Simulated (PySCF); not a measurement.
All values below come from PBE-D3(BJ)/def2-TZVP // PBE-D3(BJ)/def2-SVP (PySCF 2.14.0). All species are isolated molecules in the gas phase. One relaxed conformer stands for a flexible species; it need not be the lowest. 

Reference species: [Ta(F)5] (neutral, multiplicity 1).

The HOMO comes out as -10.17 eV, the LUMO comes out as -3.53 eV and the HOMO–LUMO gap is 6.63 eV. The coordination number comes out as 5.

After one change: the HOMO rises by 5.09 eV; the LUMO rises by 2.34 eV; the HOMO–LUMO gap drops by 2.74 eV; the coordination number hardly moves.

Which change was made? The new species is one of these.
(A) [Ta(F)(NH2)4]
(B) [Ta(F)3(NH2)2]
(C) [Ta(F)4(NH2)]
(D) [Ta(NH2)5]

D, [Ta(NH2)5]
